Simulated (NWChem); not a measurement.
System: CH4OPb, singlet; SMILES [PbH][O]C

NWChem input:

```
start job
memory heap 200 mb stack 900 mb global 1100 mb
geometry units angstroms noautoz
  Pb     0.019379    -0.437962     0.000000
  H     -1.816989    -0.041651     0.000000
  O      0.574836     1.590157     0.000000
  C     -0.254652     2.703514     0.000000
  H     -0.062322     3.337506     0.888335
  H     -0.062322     3.337506    -0.888335
  H     -1.335544     2.454088     0.000000
end
basis spherical
  * library def2-svp
end
ecp
  Pb library def2-ecp
end
dft
  xc xpbe96 cpbe96
  iterations 150
  vectors input atomic output neutral.movecs
end
task dft energy
charge 1
dft
  odft
  mult 2
  vectors input atomic output cation.movecs
end
task dft energy
```

NWChem printed, in part:

```
             Northwest Computational Chemistry Package (NWChem) 7.3.0
             --------------------------------------------------------

 CS  symmetry detected

                             Geometry "geometry" -> ""
                             -------------------------

 Output coordinates in angstroms (scale by  1.889725989 to convert to a.u.)

  No.       Tag          Charge          X              Y              Z
 ---- ---------------- ---------- -------------- -------------- --------------
    1 Pb                  82.0000     0.00965403    -0.45906312     0.00000000
    2 H                    1.0000    -1.83018145    -0.07917461     0.00000000
    3 O                    8.0000     0.54696902     1.57393756     0.00000000
    4 C                    6.0000    -0.29243294     2.67983922     0.00000000
    5 H                    1.0000    -0.10577490     3.31552425     0.88833500
    6 H                    1.0000    -0.10577490     3.31552425    -0.88833500
    7 H                    1.0000    -1.37105335     2.42076616     0.00000000

 Effective nuclear repulsion energy (a.u.)     343.5535467937

      Symmetry information
      --------------------

 Group name             Cs
 Group number              2
 Group order               2
 No. of unique centers     6

 Summary of "ao basis" -> "ao basis" (spherical)
 ------------------------------------------------------------------------------
       Tag                 Description            Shells   Functions and Types
 ---------------- ------------------------------  ------  ---------------------
 Pb                         def2-svp                10       26   4s4p2d
 H                          def2-svp                 3        5   2s1p
 O                          def2-svp                 6       14   3s2p1d
 C                          def2-svp                 6       14   3s2p1d

      Symmetry analysis of basis
      --------------------------

        a'         51
        a"         23

            General Information
            -------------------
          SCF calculation type: DFT
          Wavefunction type:  closed shell.
          No. of atoms     :     7
          No. of electrons :    40
           Alpha electrons :    20
            Beta electrons :    20
          Charge           :     0
          Spin multiplicity:     1
          Use of symmetry is: on ; symmetry adaption is: on
          Maximum number of iterations: 150
          AO basis - number of functions:    74
                     number of shells:    34
          Convergence on energy requested:  1.00D-06
          Convergence on density requested:  1.00D-05
          Convergence on gradient requested:  5.00D-04

              XC Information
              --------------
          PerdewBurkeErnzerhof Exchange Functional  1.000
            Perdew 1991 LDA Correlation Functional  1.000 local
           PerdewBurkeErnz. Correlation Functional  1.000 non-local

             Grid Information
             ----------------
          Grid used for XC integration:  medium
          Radial quadrature: Mura-Knowles
          Angular quadrature: Lebedev.
          Tag              B.-S. Rad. Rad. Pts. Rad. Cut. Ang. Pts.
          ---              ---------- --------- --------- ---------
          Pb                  1.80      123          11.0       590
          H                   0.35       45          12.0       434
          O                   0.60       49           8.0       434
          C                   0.70       49          11.0       434
          Grid pruning is: on
          Number of quadrature shells:   356
          Spatial weights used:  Erf1

      Superposition of Atomic Density Guess
      -------------------------------------

 Sum of atomic energies:        -333.67317370

      Non-variational initial energy
      ------------------------------

 Total energy =    -306.863864
 1-e energy   =    -728.230740
 2-e energy   =     302.229881
 HOMO         =      -0.251063
 LUMO         =      -0.056343

      Symmetry analysis of molecular orbitals - initial
      -------------------------------------------------

  Numbering of irreducible representations:

     1 a'          2 a"

  Orbital symmetries:

     1 a'          2 a'          3 a'          4 a'          5 a'
     6 a"          7 a'          8 a'          9 a'         10 a'
    11 a"         12 a"         13 a'         14 a'         15 a"
    16 a'         17 a'         18 a'         19 a"         20 a'
    21 a"         22 a'         23 a'         24 a'         25 a'
    26 a"         27 a'         28 a'         29 a'         30 a"

   convergence    iter        energy       DeltaE   RMS-Dens  Diis-err
 ---------------- ----- ----------------- --------- --------- ---------
 d= 0,ls=0.0,diis     1   -308.2868129900 -4.27D+02  4.23D-02  6.78D-01
 d= 0,ls=0.0,diis     2   -306.0810200893  2.21D+00  3.44D-02  1.39D+01
 d= 0,ls=0.0,diis     3   -308.3778617231 -2.30D+00  5.58D-03  6.53D-02
 d= 0,ls=0.0,diis     4   -308.3779271114 -6.54D-05  2.45D-03  6.89D-02
 d= 0,ls=0.0,diis     5   -308.3880432986 -1.01D-02  3.28D-04  8.27D-04
  Resetting Diis
 d= 0,ls=0.0,diis     6   -308.3881534649 -1.10D-04  1.96D-04  9.60D-05
 d= 0,ls=0.0,diis     7   -308.3881652634 -1.18D-05  2.12D-04  1.98D-05
 d= 0,ls=0.0,diis     8   -308.3881594734  5.79D-06  1.25D-04  4.99D-05
 d= 0,ls=0.0,diis     9   -308.3881685496 -9.08D-06  3.19D-05  1.18D-05
 d= 0,ls=0.0,diis    10   -308.3881699535 -1.40D-06  2.50D-06  5.01D-08
 d= 0,ls=0.0,diis    11   -308.3881699610 -7.53D-09  4.93D-07  2.71D-09

         Total DFT energy =     -308.388169961000
      One electron energy =     -730.826215968026
           Coulomb energy =      334.701060886579
    Exchange-Corr. energy =      -31.400009265433
 Nuclear repulsion energy =      119.136994385879

 Numeric. integr. density =       40.000009486067

[...]
```

Level: PBE/def2-SVP with def2 effective core potentials on Pb, vertical spin-unrestricted ions. Low-valent species are run as closed-shell singlets; no triplet was tried in these runs. Structure relaxed at the PBE0/def2-SVP level. No frequency run checked for a minimum. def2 effective core potentials on Pb; no spin-orbit coupling.
